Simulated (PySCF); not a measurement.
Compound: C2H11NSSi3.
SMILES with atom numbers: `[CH2:1]=[CH:2][Si@H:3]([SH:4])[N:5]([SiH3:6])[SiH3:7]` (hydrogens: H8, H9 on C1; H10 on C2; H11 on Si3; H12 on S4; H13, H14, H15 on Si6; H16, H17, H18 on Si7)

Structure used (GFN2-xTB), in Å, numbered top down from 1:
```
atom  x, y, z in Å
C1     2.8035   -0.3629   -0.6589
C2     1.8406    0.5176   -0.4318
Si3    0.4461    0.3252    0.8191
S4     0.7629   -1.4468    1.9925
N5    -1.0819    0.1707    0.0180
Si6   -1.9868   -1.3313    0.0594
Si7   -1.5948    1.4842   -1.0095
H8     3.5629   -0.2149   -1.4116
H9     2.8726   -1.2808   -0.0960
H10    1.8095    1.4214   -1.0280
H11    0.4001    1.4460    1.7625
H12    1.9920   -1.1246    2.3697
H13   -1.2214   -2.3679   -0.6341
H14   -2.2157   -1.6770    1.4596
H15   -3.2429   -1.0621   -0.6342
H16   -1.3165    1.1503   -2.4079
H17   -3.0202    1.7021   -0.7835
H18   -0.8186    2.6572   -0.6103
```

Mayer bond orders were computed from the PBE0/pcSseg-1 density (PySCF). The structure is a single GFN2-xTB conformer in the gas phase; no vibrational or solvent corrections.

Q: The orders 0.86, 0.92, 1.01, 2.00 belong to the bonds C1–C2, Si3–S4, Si3–N5, N5–Si6, in another order. Match them.

A: N5–Si6 0.86; Si3–N5 0.92; Si3–S4 1.01; C1–C2 2.00.

Q: Set the orders of all bonds between heavy atoms beside their lengths and the difference of the ESP-fitted charges at their ends.

A: 
| bond | Mayer order | length (Å) | q(first) − q(second) (e) |
| --- | --- | --- | --- |
| C1–C2 | 2.005 | 1.324 | -0.086 |
| Si3–S4 | 1.006 | 2.149 | +0.658 |
| Si3–N5 | 0.922 | 1.732 | +0.619 |
| N5–Si7 | 0.882 | 1.745 | -0.806 |
| N5–Si6 | 0.860 | 1.754 | -0.807 |
| C2–Si3 | 0.849 | 1.883 | -0.456 |

Mayer orders depend on the basis set.
